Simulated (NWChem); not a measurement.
Molecule: Si₂H₄, singlet; SMILES [SiH][SiH3]

```xyz
6

Si     0.0888     1.0184    -0.1142
Si    -0.1259    -1.3370    -0.4875
H     -1.2471     1.6725    -0.3221
H      1.0827     1.7037    -0.9983
H      0.4976     1.2512     1.3122
H     -1.1804    -1.3561     0.6272
```
Atoms are numbered in this order, from 1.

Low-valent species are run as closed-shell singlets; no triplet was tried in these runs. All runs use the structure optimised with PBE0/def2-SVP.

Give the principal values of the shielding tensors (ppm) of Si1, Si2 from KT2/pcSseg-1, GIAO (NWChem), with their diamagnetic and paramagnetic parts as GIAO splits them.


```json
[
 {"atom": "Si1", "σ11": "386.6", "σ22": "431.4", "σ33": "481.1", "isotropic": "433.1", "diamagnetic": "883.6", "paramagnetic": "-450.6"},
 {"atom": "Si2", "σ11": "-2438.5", "σ22": "-442.3", "σ33": "576.5", "isotropic": "-768.1", "diamagnetic": "877.1", "paramagnetic": "-1645.2"}
]
```
